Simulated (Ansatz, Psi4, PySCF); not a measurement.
C$_{5}$H$_{11}$O$_{3}$ (SMILES COCCOCC[O]), doublet, at a GFN2-xTB geometry. Base run: CCSD(T)/STO-3G (PySCF).

PySCF was given this input:
```python
from pyscf import gto, scf, cc

mol = gto.M(
    atom='''
C    -3.401778    0.906730   -0.378940
O    -2.121152    0.591730    0.105345
C    -1.782226   -0.761431   -0.069800
C    -0.338362   -0.960578    0.375386
O     0.521024   -0.618306   -0.687478
C     1.864162   -0.601380   -0.383020
C     2.315159    0.763836    0.336576
O     3.554817    0.695160    0.719511
H    -4.175955    0.327140    0.139460
H    -3.478665    0.713602   -1.455614
H    -3.552568    1.966707   -0.187965
H    -2.449094   -1.401125    0.529711
H    -1.873919   -1.050431   -1.126685
H    -0.165626   -2.003789    0.676052
H    -0.150606   -0.308254    1.241192
H     2.413977   -0.635960   -1.325118
H     2.170529   -1.426488    0.270326
H     2.069913    1.600521   -0.346163
H     1.612768    0.786343    1.204565
''',
    basis='sto-3g',
    charge=0,
    spin=1,
    verbose=4,
)

mf = scf.UHF(mol)
mf.kernel()

mycc = cc.CCSD(mf)
mycc.kernel()
et = mycc.ccsd_t()
print('E(CCSD(T)) = %.10f' % (mycc.e_tot + et))
```

The same geometry, method and basis name were run in Ansatz (an electronic-structure program) and Psi4 and PySCF, at each program's defaults and at the settings that a row names. The base is PySCF at its defaults. Differences at the defaults can come from grids, fitting, cores and function types together.

```json
[
 {"code and settings": "PySCF, defaults (exact integrals, spherical functions, all electrons correlated)", "ΔE vs base (µEh)": "0.0", "basis functions": "51", "E (Eh)": "-415.36328", "SCF cycles": "24"},
 {"code and settings": "Psi4, defaults (exact integrals, spherical functions, all electrons correlated)", "ΔE vs base (µEh)": "0.0", "basis functions": "51", "E (Eh)": "-415.36328", "SCF cycles": "27"},
 {"code and settings": "Ansatz, defaults (factorised integrals, spherical functions, frozen core)", "ΔE vs base (µEh)": "2377", "basis functions": "51", "E (Eh)": "-415.36090", "SCF cycles": "-"},
 {"code and settings": "PySCF, frozen core", "ΔE vs base (µEh)": "2333", "basis functions": "51", "E (Eh)": "-415.36095", "SCF cycles": "24"},
 {"code and settings": "Psi4, exact integrals, spherical functions, frozen core", "ΔE vs base (µEh)": "2333", "basis functions": "51", "E (Eh)": "-415.36095", "SCF cycles": "27"},
 {"code and settings": "Ansatz, high accuracy, frozen core", "ΔE vs base (µEh)": "2333", "basis functions": "51", "E (Eh)": "-415.36095", "SCF cycles": "-"}
]
```

Open shells are given as the SCF converged; they aren't shown to be the lowest states, and a large step between rows can be another state.
